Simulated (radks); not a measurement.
The numbers below are computed, except where a source is named.
Numerical settings for the helium ion He+, 1s1. Level of theory: scalar-relativistic Kohn-Sham, r2SCAN, spin-polarised, spherical densities, finite nucleus; open shells are filled with parallel spins first; meta-GGA in the generalised Kohn-Sham scheme; Gaussian nuclear charge, rms radius 1.6755 fm (a radial shooting solver on a logarithmic mesh with Libxc functionals). The defaults (mesh step 0.008 in ln r, mesh end at 40 bohr or more with all orbitals vanishing there, Anderson mixing 0.5 over 9 steps, residual threshold near 1e-9 with the energy settled to 1e-9 hartree or 1e-11 of itself, here a cap of 66 iterations) give E = -2.000 hartree and 1s at -43.215 eV in 11 iterations. Run on one thread of a shared host, so times are rough (Arm Neoverse V2): 0.03 s of CPU time, 0.03 s wall, 11 iterations on 2189 mesh points. Changes against that run (0 stands for a change within the tolerance of the run):

setting,iterations,converged,E (mhartree),e(1s) (meV),CPU (s)
mesh step in ln r 0.12,66,no,-6.01e+03,-,0.03
mesh step in ln r 0.03,7,yes,0,0,0.01
mesh step in ln r 0.05,7,yes,0,0,0.01
mesh end (bohr) 1,9,level above zero,+1.5e+03,+4.85e+04,0.02
mesh end (bohr) 5,11,yes,+0.00502,+0.534,0.03
residual threshold 1e-13,66,no,0,0,0.16
residual threshold 0.1,6,yes,0,+0.0573,0.02
mixing 0.05,12,yes,0,-0.00389,0.03
"linear mixing, mixing 1",66,no,0,0,0.14
"linear mixing, mixing 0.05",66,no,0,-394,0.15
mixing history 3,14,yes,0,-0.00821,0.04
iteration cap 2,2,no,+0.0874,-7.83e+03,0.01

Settled on a wrong energy, with an occupied level pushed above zero by the early mesh end: mesh end (bohr) 1 (+1.5 hartree). Apart from these: no run marked as converged misses the energy by more than 1 mhartree. A mesh that ends early acts as a hard wall.
